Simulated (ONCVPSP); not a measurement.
Varying the ONCV potential for magnesium (Mg)

Base potential:

```
Element                 : magnesium (Mg)
Generator               : ONCVPSP 4.0.1
Type                    : optimised norm-conserving Vanderbilt (ONCV)
Functional              : LDA (Perdew-Zunger)
Relativity              : scalar-relativistic
Frozen core             : [Ne]
Valence charge          : 2
Reference configuration : 3s1 3p1
Partial waves           : 3s: rc 2.20 bohr, ncon 3, nbas 6, qcut 2.4 1/bohr, 2 projectors, debl 2 Ha; 3p: rc 2.90 bohr, ncon 4, nbas 7, qcut 2.3 1/bohr, 2 projectors, debl 3.9 Ha; d scattering state at 0.44 Ha: rc 2.25 bohr, ncon 4, nbas 8, qcut 4.9 1/bohr, 1 projector
Local potential         : polynomial inside 1.45 bohr (lpopt 5, dvloc0 0 Ha)
Core correction         : Teter function fitted to the true core (icmod 2), fcfact 0.55
```

Cutoffs, loose and tight: the cutoffs (Ha) at which the residual kinetic energy of the hardest occupied pseudo-wave falls to 1 and 0.1 mHa per electron. They do not see the model core or the augmentation charge, which bear on the density cutoff. Test errors are all-electron minus pseudo excitation energies from the reference, over the configurations 3s2 3p0; 3s1 3p0; 3s1.5 3p0; 3s0 3p1. A dash means not determined; rows that change the core or the reference have their own tests.

For the base: The cutoffs count occupied waves only; projector 2 of the p channel, the hardest unoccupied one, needs 30 Ha at the loose tolerance.

A true bound ghost makes a file unfit for plane-wave use even where its test errors are small: the radial tests pick states by their node count and pass the ghost by.

```csv
change,outcome,"cutoff, loose","cutoff, tight",bound ghosts,GHOST(+) flags above zero,largest test error (meV)
base,generated,4.5 Ha,17 Ha,p,"s, p",-28
s: qcut 1.5,generated,14 Ha,21 Ha,p,"s, p",-32
s: qcut 1.7,generated,13 Ha,20 Ha,p,"s, p",-32
s: qcut 2.1,generated,7.8 Ha,19 Ha,p,"s, p",-30
s: qcut 2.3,generated,6.4 Ha,18 Ha,p,"s, p",-28
s: qcut 2.7,generated,3.8 Ha,15 Ha,p,"s, p",-26
s: qcut 3.3,generated,3.9 Ha,5.6 Ha,p,"s, p",-23
s: qcut 3.7,generated,4.3 Ha,5.7 Ha,p,"s, p",-22
```

Question: What comes out with this change to the base: s: qcut 2.9?

Answer: outcome: generated; cutoff, loose: 3.7 Ha; cutoff, tight: 10 Ha; bound ghosts: p; GHOST(+) flags above zero: s, p; largest test error (meV): -25.

Reading the sweep of the qcut of the s channel (base included, trends over the rows without a ghost): Bound ghosts are found at 1.5, 1.7, 2.1, 2.3, 2.4, 2.7, 2.9, 3.3, 3.7 1/bohr. Every judged row has one, so this setting neither creates nor removes them.
